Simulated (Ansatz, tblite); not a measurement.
Cost and result up the ladder for SnMe3(OiPr) (C₆H₁₆OSn) (24 atoms). Total charge 0; singlet. Geometry: r2SCAN-D4/def2-SVP.

```xyz
24

Sn    1.114   -0.663    0.048
C     1.909    0.640   -1.479
H     1.166    0.803   -2.274
H     2.810    0.192   -1.923
H     2.177    1.611   -1.038
C     2.443   -0.968    1.707
H     3.298   -1.598    1.418
H     1.893   -1.461    2.522
H     2.815    0.002    2.067
C     0.351   -2.526   -0.735
H    -0.443   -2.893   -0.067
H     1.152   -3.278   -0.783
H    -0.068   -2.385   -1.742
O    -0.406    0.323    0.926
C    -1.265    1.169    0.190
C    -2.134    1.915    1.193
C    -2.110    0.382   -0.811
H    -0.675    1.924   -0.381
H    -2.738    1.195    1.769
H    -2.811    2.626    0.692
H    -1.500    2.469    1.902
H    -1.476   -0.123   -1.560
H    -2.692   -0.392   -0.283
H    -2.810    1.036   -1.357
```

Ansatz on 2 threads of AMD EPYC 7R13 on a shared host and a share (18 GiB) of an NVIDIA H100 80GB HBM3; xTB runs through tblite on one thread. Times are rough, summed over both states, and most runs start from the orbitals of an earlier one. PBE0-D4/def2-TZVP serves as the yardstick here, not as an exact answer. The other state is a triplet.

In the def2 sets Sn takes a core potential; there is no spin–orbit coupling. The xTB rows come from tblite.

xTB has no spin-polarisation term.

```tsv
level	functions	wall time	vertical triplet (eV)	difference from PBE0-D4/def2-TZVP (eV)
GFN2-xTB	53	0.03 s	4.85	-0.91
GFN1-xTB	69	0.043 s	5.11	-0.64
r2SCAN-D4/def2-TZVP (with forces)	363	17 s	5.54	-0.22
PBE0-D4/def2-TZVP (with forces)	363	18 s	5.76	0.00
PBE-D4/def2-TZVP	363	18 s	5.20	-0.56
```
